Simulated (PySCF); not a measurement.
Level of theory: PBE-D3(BJ)/def2-TZVP // B3LYP-D3(BJ)/def2-TZVP (PySCF). Gas-phase values, no solvent. One relaxed conformer stands for a flexible species; it need not be the lowest. Excitations are Tamm–Dancoff values on a coarser integration grid. The basis has no diffuse functions, so Rydberg states are missing or too high.

Reference species (SMILES): `B(BB)C` (neutral, multiplicity 1).

- S1–T1 gap (TDA): 0.87 eV
- HOMO: -6.60 eV
- T1 excitation (TDA): 3.66 eV

Changed species: `BBCB`.

Task: Give the shifts of the S1–T1 gap (TDA), HOMO and T1 excitation (TDA).

Result: the S1–T1 gap (TDA) falls by 0.13 eV, to 0.74 eV; the HOMO falls by 0.25 eV, to -6.85 eV; the T1 excitation (TDA) decreases by 0.10 eV, to 3.56 eV.
